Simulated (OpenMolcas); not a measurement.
**V3+: moving or changing the point charges**

V3+ among 4 point charges of -1 e arranged as a square (D4h), 1.69 Å from the ion.
```
   1.6900    0.0000    0.0000  -1.00
   0.0000    1.6900    0.0000  -1.00
  -1.6900    0.0000    0.0000  -1.00
   0.0000   -1.6900    0.0000  -1.00
```

- Program: OpenMolcas
- Method: CASSCF
- Basis: ANO-RCC-VDZP [5s4p2d1f]
- Scalar Hamiltonian: DKH2, point nucleus
- Active space: 2 electrons in 5 orbitals (3d)
- State averaging: 2S+1 = 3 even, 10 roots; 2S+1 = 1 even, 15 roots
- Spin-orbit coupling: state interaction with AMFI integrals over the reference wave functions

Runs around this geometry, states (labels of D4, the rotations of D4h). Energies in cm-1 above the lowest state or level, χT in cm3 K/mol.

```
R (Å)  q (e)  Ground state  First state of that spin  First gap with spin-orbit (degeneracies)  χT at 300 K  First state of another spin
 1.69  -0.65           3A2                  3E 976.5                               61.5 (1, 2)        0.879                    1B2 13797
 1.57     -1           3A2                   3E 1222                               45.5 (1, 2)        0.903                    1A1 13327
 1.69     -1           3A2                   3E 1124                               52.4 (1, 2)        0.891                    1B2 13749
 1.78     -1           3A2                   3E 1014                               59.3 (1, 2)        0.881                    1B2 13777
```

Taking the first state of the same spin as R^-n, n = -ln(1014 / 1222) / ln(1.78 / 1.57) = 1.5 between the shortest and longest distance.

Scaling the charges by -0.65 / -1 = 0.65 scales the first state of the same spin by 976.5 / 1124 = 0.87; with fixed orbitals a first-order splitting would follow the charge.

Without dynamic correlation the repulsion within the d shell is too large (B by tens of per cent), so at a given field states of lower spin stand too high. Point charges carry no covalency, so the field is a model and not that of real ligands. No measured value stands beside these numbers.
